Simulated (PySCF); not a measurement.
# Working out the excitation energy of Se⁺

Se⁺ [Ar] 3d10 4s2 4p3 (4S) → Se⁺ [Ar] 3d10 4s1 4p3 4d1 (6D). All numbers are calculated (PySCF 2.14, the spin-free X2C one-electron Hamiltonian (Gaussian nucleus), in x2c-TZVPPall with one added diffuse shell each of s, p, d type (7s6p5d1f, 57 functions)). Frozen: [Ar] 3d10. Energies in hartree (1 hartree = 27.21139 eV):

```json
{"part": "UHF", "Se⁺ (lower)": "-2427.753139", "Se⁺ (upper)": "-2427.059251"}
{"part": "CCSD correlation", "Se⁺ (lower)": "-0.089798", "Se⁺ (upper)": "-0.030919"}
{"part": "(T)", "Se⁺ (lower)": "-0.002549", "Se⁺ (upper)": "-0.000308"}
```

**Question.** What does Hartree-Fock give?

**Answer.** (-2427.059251) − (-2427.753139) = 0.693888 hartree = 18.882 eV.

**Question.** What do CCSD and CCSD(T) give?

**Answer.** The CCSD correlation energies differ by 0.058879 hartree = 1.602 eV and the triples by 0.002241 hartree = 0.061 eV, so CCSD gives 20.484 eV and CCSD(T) 20.545 eV.
